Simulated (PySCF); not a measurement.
Correlation energy of Zr⁺ (zirconium, charge +1)

[Kr] 4d2 5s1, high-spin 4F determinant. Calculation: PySCF 2.14, in def2-TZVPPD with the def2 core potential (28 electrons) (6s4p3d2f1g, 56 functions); a scalar-relativistic core potential. Frozen: 4s2 4p6; 3 electrons correlated.

| level | correlation energy (mhartree) |
| --- | --- |
| CCSD | -15.12 |
| (T) | -0.13 |
| CCSD(T) | -15.25 |

Diagnostics: T1 = 0.0042, D1 = 0.0085, largest double amplitude 0.031.

Cost of the coupled-cluster step: about 1.9 core-seconds, for 3 correlated electrons.
